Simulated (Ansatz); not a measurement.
`BC(C)[SiH3]` + `CSC=N` → `BN=CSC` + `CC[SiH3]`  (ligand exchange at a B–C bond)

Gas-phase electronic energies from Ansatz, PBE0-D4/def2-TZVP geometries. CCSD(T)/CBS is the MP2 limit (def2-TZVPP, def2-QZVPP) plus CCSD(T) − MP2 in def2-TZVPP, frozen cores. DFT in def2-TZVPP. B3LYP here is the variant with VWN-RPA as its local correlation; programs differ in this. One conformer a species, not always the lowest.

`BC(C)[SiH3]`:

Z-matrix (Å, degrees):
```
C
C 1 1.528
Si 1 1.911 2 109.8
B 1 1.529 2 118.8 3 114.4
H 1 1.098 2 112.5 3 -111.1
H 2 1.093 1 111.0 3 -65.4
H 2 1.093 1 110.7 3 175.8
H 2 1.093 1 112.6 3 55.5
H 3 1.488 1 111.6 2 73.0
H 3 1.487 1 107.1 2 -45.3
H 3 1.485 1 111.4 2 -165.0
H 4 1.199 1 120.6 2 164.3
H 4 1.199 1 120.4 2 -20.8
```

`CSC=N`:

```xyz
9

C    -1.098    0.416   -0.861
S    -1.042   -0.593    0.620
C     0.660   -0.555    0.962
N     1.502    0.067    0.252
H    -2.141    0.456   -1.171
H    -0.488   -0.033   -1.644
H    -0.727    1.417   -0.648
H     0.892   -1.135    1.862
H     2.441   -0.041    0.628
```

`BN=CSC`:

```xyz
11

B     1.244   -0.967    1.236
N     0.346    0.043    1.119
C    -0.481    0.956    0.972
S    -1.329    1.359   -0.504
C    -0.662    0.127   -1.621
H     2.403   -0.744    1.023
H     0.859   -2.057    1.552
H    -0.765    1.620    1.793
H     0.417    0.244   -1.719
H    -1.138    0.296   -2.586
H    -0.895   -0.876   -1.267
```

`CC[SiH3]`:

Z-matrix (Å, degrees):
```
C
C 1 1.526
H 1 1.093 2 111.4
H 1 1.093 2 111.6 3 120.1
H 1 1.093 2 111.4 3 -119.8
Si 2 1.876 1 113.4 3 59.9
H 2 1.095 1 110.5 3 -178.6
H 2 1.095 1 110.5 3 -61.7
H 6 1.489 2 110.4 1 -59.6
H 6 1.489 2 110.4 1 59.7
H 6 1.489 2 111.1 1 -180.0
```

| level | ΔE (kcal/mol) | difference from CCSD(T)/CBS |
| --- | --- | --- |
| PBE-D4 | -26.9 | -3.4 |
| PBE0-D4 | -25.4 | -1.9 |
| B3LYP-D4 | -27.3 | -3.8 |
| ωB97X-V | -23.7 | -0.2 |
| PBE | -27.3 | -3.8 |
| r2SCAN | -26.4 | -2.9 |
| MP2/def2-TZVPP | -23.9 | -0.4 |
| HF/def2-QZVPP | -23.8 | -0.3 |
| MP2/def2-QZVPP | -23.7 | -0.2 |
| CCSD/CBS(def2) | -23.3 | 0.2 |
| CCSD(T)/CBS | -23.5 | 0 |

Largest T1 diagnostic among the species: 0.015.

From PBE to PBE0 (25 % exact exchange), in def2-TZVPP and without D4, ΔE moves by +1.6 kcal/mol.

CCSD(T)/CBS has its own doubt, a few kJ/mol and more with outer-core shells, so smaller differences from it don't rank the levels.
